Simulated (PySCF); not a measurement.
How the method moves the HOMO and LUMO of `CN1[SiH2]CC1=S`

C₃H₇NSSi.
Z-matrix (Å and degrees, PBE0-D3(BJ)/def2-SVP geometry), rows numbered from 1:
```
C 
N   1  1.4367
Si  2  1.7788  1  139.72
C   3  1.8879  2   76.25  1   179.42
C   2  1.3684  1  125.06  3   178.64
S   5  1.6370  2  128.69  1     0.12
H   1  1.1007  2  108.17  3  -173.80
H   1  1.1022  2  111.12  3    66.76
H   1  1.1011  2  110.85  3   -54.00
H   3  1.4919  2  114.05  1    63.32
H   3  1.4917  2  114.62  1   -63.90
H   4  1.0994  3  118.03  2  -113.62
H   4  1.0993  3  118.10  2   112.41
```

Basis pcSseg-1 throughout (PySCF), one geometry. Isolated species at its PBE0-D3(BJ)/def2-SVP geometry, gas phase.

**Question.** How do the orbital energies, the gap and the dipole change with the method?

**Answer.** 
| method | kind | HOMO (eV) | LUMO (eV) | gap (eV) | μ (D) | SCF cycles |
| --- | --- | --- | --- | --- | --- | --- |
| BLYP | GGA | -4.74 | -1.49 | 3.25 | 3.86 | 17 |
| B97-D | GGA | -4.89 | -1.57 | 3.31 | 3.98 | 15 |
| PBE | GGA | -4.95 | -1.66 | 3.29 | 3.90 | 16 |
| OPBE | GGA | -4.95 | -1.62 | 3.33 | 3.97 | 16 |
| KT3 | GGA | -5.01 | -1.62 | 3.39 | 3.89 | 16 |
| BP86 | GGA | -5.05 | -1.76 | 3.30 | 3.94 | 15 |
| KT2 | GGA | -5.06 | -1.63 | 3.43 | 3.87 | 16 |
| LDA | LDA | -5.10 | -1.83 | 3.27 | 3.89 | 16 |
| B3LYP | global hybrid | -5.81 | -0.92 | 4.89 | 4.13 | 14 |
| B97-2 | global hybrid | -5.84 | -0.81 | 5.03 | 4.22 | 14 |
| PBE0 | global hybrid | -6.09 | -0.75 | 5.33 | 4.22 | 14 |
| mPW1PW91 | global hybrid | -6.11 | -0.78 | 5.34 | 4.24 | 14 |
| BHandHLYP | global hybrid | -7.06 | 0.36 | 7.42 | 4.44 | 13 |
| CAM-B3LYP | range-separated hybrid | -7.32 | 0.42 | 7.74 | 4.32 | 14 |
| wB97X-D | range-separated hybrid | -7.90 | 1.00 | 8.90 | 4.43 | 15 |
| HF | Hartree–Fock | -8.67 | 2.69 | 11.37 | 4.90 | 12 |
| LC-wPBE | range-separated hybrid | -8.73 | 1.42 | 10.15 | 4.53 | 16 |

The HOMO spans 3.99 eV, from BLYP down to LC-wPBE, and the gap runs from 3.25 eV (BLYP) to 11.37 eV (HF). Over the methods BLYP (0 %), B97-D (0 %), PBE (0 %), OPBE (0 %), KT3 (0 %), BP86 (0 %), KT2 (0 %), LDA (0 %), B3LYP (20 %), B97-2 (21 %), PBE0 (25 %), mPW1PW91 (25 %), BHandHLYP (50 %), HF (100 %), a straight line through the gap against the share of exact exchange rises by 0.81 eV for each 10 % (correlation coefficient 1.000). The dipole ranges from 3.86 D (BLYP) to 4.90 D (HF). This basis has no diffuse functions.
